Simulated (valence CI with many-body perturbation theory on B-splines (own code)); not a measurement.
**Ce⁵²⁺: calculated level list**

Calculated by configuration interaction combined with many-body perturbation theory (CI+MBPT): four valence electrons over a frozen Dirac-Fock core [He], a basis of 11 s, 11 p, 9 d, 7 f, 5 g, 2 h, 1 i functions for each j, with the one-electron correlation potential Σ1, the two-electron term Σ2, the three-electron term Σ3, Breit, model QED; selected CI, second order for the rest (own B-spline code, finite nucleus).

No measured spectrum was set against this ion. As an estimate, large intervals hold to a few tenths of a per cent, small ones and those within an open d or f shell to about a per cent. Among the levels kept, up to 260 cm⁻¹ of a level comes from second order outside the variational space, and about a tenth of that is noise between levels of different J, which matters for small intervals.

Levels 1 to 45 of 116, with energies above the lowest level, (2s^2 2p1/2^2) J=0. "Leading %" is the weight of the configuration and term that name the level; weights of strongly mixed levels are sums over their largest components and can fall short. In the jj column 3d3/2^4 stands for four electrons in 3d with j = 3/2. Lifetimes count E1, E2, E3, M1 and M2 decay at the calculated energies, and are blank where another channel may lead or the interval is too uncertain; long ones can be off by a factor of two.

```
No.  Configuration  Term  J  E (× 10³ cm⁻¹)  Leading %  Second component  Lifetime                Leading jj
  1         2s²2p²    ³P  0            0.00         70    30 % 2s²2p² ¹S                2s^2 2p1/2^2 (100 %)
  2         2s²2p²    ³P  1          3719.3        100                     1.58 ns  2s^2 2p1/2 2p3/2 (100 %)
  3         2s²2p²    ¹D  2          3852.3         64    36 % 2s²2p² ³P    849 ns  2s^2 2p1/2 2p3/2 (100 %)
  4          2s2p³   ³P°  2          5386.3         46    32 % 2s2p³ ⁵S°   58.0 ps   2s 2p1/2^2 2p3/2 (99 %)
  5          2s2p³   ³D°  1          5916.7         34    27 % 2s2p³ ¹P°    687 fs   2s 2p1/2^2 2p3/2 (99 %)
  6         2s²2p²    ³P  2          7686.1         63    36 % 2s²2p² ¹D    414 ps       2s^2 2p3/2^2 (99 %)
  7         2s²2p²    ¹S  0          8046.4         69    30 % 2s²2p² ³P    328 ps       2s^2 2p3/2^2 (99 %)
  8          2s2p³   ⁵S°  2          8951.2         48    47 % 2s2p³ ³D°   3.15 ps   2s 2p1/2 2p3/2^2 (99 %)
  9          2s2p³   ³D°  3          9253.0        100                     3.33 ps  2s 2p1/2 2p3/2^2 (100 %)
 10          2s2p³   ³P°  0          9588.1        100                      851 fs  2s 2p1/2 2p3/2^2 (100 %)
 11          2s2p³   ³S°  1          9721.0         47    42 % 2s2p³ ³D°    445 fs   2s 2p1/2 2p3/2^2 (99 %)
 12          2s2p³   ¹D°  2          9803.5         73    21 % 2s2p³ ³D°    452 fs   2s 2p1/2 2p3/2^2 (99 %)
 13          2s2p³   ³P°  1          9830.1         57    32 % 2s2p³ ¹P°    639 fs   2s 2p1/2 2p3/2^2 (99 %)
 14            2p⁴    ³P  2           11585         69       30 % 2p⁴ ¹D    476 fs    2p1/2^2 2p3/2^2 (99 %)
 15            2p⁴    ¹S  0           11973         62       38 % 2p⁴ ³P    399 fs    2p1/2^2 2p3/2^2 (99 %)
 16          2s2p³   ³P°  2           13300         52    17 % 2s2p³ ¹D°    894 fs         2s 2p3/2^3 (99 %)
 17          2s2p³   ¹P°  1           13805         40    25 % 2s2p³ ³S°    339 fs         2s 2p3/2^3 (99 %)
 18            2p⁴    ³P  1           15388        100                      298 fs     2p1/2 2p3/2^3 (100 %)
 19            2p⁴    ¹D  2           15526         69       30 % 2p⁴ ³P    318 fs     2p1/2 2p3/2^3 (100 %)
 20            2p⁴    ³P  0           19526         62       37 % 2p⁴ ¹S    225 fs           2p3/2^4 (100 %)
 21        2s²2p3s   ³P°  0           47802         99                     14.2 fs      2s^2 2p1/2 3s (99 %)
 22        2s²2p3s   ³P°  1           47826         67  32 % 2s²2p3s ¹P°   11.3 fs      2s^2 2p1/2 3s (99 %)
 23        2s²2p3p    ³D  1           48304         73   23 % 2s²2p3p ¹P   1.04 ps   2s^2 2p1/2 3p1/2 (99 %)
 24        2s²2p3p    ³P  0           48570         68   31 % 2s²2p3p ¹S    384 fs   2s^2 2p1/2 3p1/2 (99 %)
 25        2s2p²3s    ⁵P  1           49257         38   24 % 2s2p²3s ³S   16.9 fs      2s 2p1/2^2 3s (82 %)
 26        2s2p²3s    ³P  0           49525         70   29 % 2s2p²3s ¹S   15.7 fs      2s 2p1/2^2 3s (98 %)
 27        2s²2p3p    ³D  2           49545         54   30 % 2s²2p3p ¹D    690 fs   2s^2 2p1/2 3p3/2 (99 %)
 28        2s²2p3p    ³P  1           49593         39   25 % 2s²2p3p ³S   88.6 fs   2s^2 2p1/2 3p3/2 (82 %)
 29        2s2p²3p   ³P°  1           49836         30  22 % 2s2p²3p ⁵D°   3.12 fs   2s 2p1/2^2 3p1/2 (92 %)
 30        2s2p²3p   ³P°  0           49850         48  47 % 2s2p²3p ⁵D°    310 fs   2s 2p1/2^2 3p1/2 (98 %)
 31        2s²2p3d   ³F°  2           49947         74  20 % 2s²2p3d ¹D°   10.4 fs  2s^2 2p1/2 3d3/2 (100 %)
 32        2s²2p3d   ³D°  1           50135         48  29 % 2s²2p3d ¹P°   1.66 fs   2s^2 2p1/2 3d3/2 (93 %)
 33        2s²2p3d   ³P°  2           50346         47  35 % 2s²2p3d ³D°   1.78 fs   2s^2 2p1/2 3d5/2 (98 %)
 34        2s²2p3d   ³F°  3           50372         47  30 % 2s²2p3d ¹F°   1.91 fs  2s^2 2p1/2 3d5/2 (100 %)
 35        2s2p²3p   ³P°  2           51056         33  22 % 2s2p²3p ⁵P°    101 fs   2s 2p1/2^2 3p3/2 (97 %)
 36        2s2p²3p   ³D°  1           51093         34  20 % 2s2p²3p ¹P°   4.76 fs   2s 2p1/2^2 3p3/2 (98 %)
 37        2s2p²3d    ³D  1           51452         43   40 % 2s2p²3d ⁵F   12.9 fs   2s 2p1/2^2 3d3/2 (98 %)
 38        2s2p²3d    ³D  2           51492         30   21 % 2s2p²3d ⁵F   8.94 fs   2s 2p1/2^2 3d3/2 (95 %)
 39        2s²2p3s   ³P°  2           51748         98                     18.2 fs      2s^2 2p3/2 3s (98 %)
 40        2s²2p3s   ¹P°  1           51801         66  32 % 2s²2p3s ³P°   9.11 fs      2s^2 2p3/2 3s (98 %)
 41        2s2p²3d    ³D  3           51835         34   19 % 2s2p²3d ⁵D   1.92 fs   2s 2p1/2^2 3d5/2 (98 %)
 42        2s2p²3d    ³F  2           51958         31   23 % 2s2p²3d ¹D   2.02 fs   2s 2p1/2^2 3d5/2 (95 %)
 43        2s²2p3p    ³P  1           52348         51   26 % 2s²2p3p ³S    329 fs   2s^2 2p3/2 3p1/2 (96 %)
 44        2s²2p3p    ³D  2           52369         45   32 % 2s²2p3p ¹D    370 fs   2s^2 2p3/2 3p1/2 (96 %)
 45        2s2p²3s    ⁵P  2           52801         85    8 % 2s2p²3s ³P   20.3 fs  2s 2p1/2 2p3/2 3s (98 %)
```

The ionisation energy to 2s²2p ²P°1/2 of the next ion comes out as 10544 eV (NIST: 10542 ± 4 eV (theoretical)). All 116 levels together are meant to be complete up to 56096 × 10³ cm⁻¹.
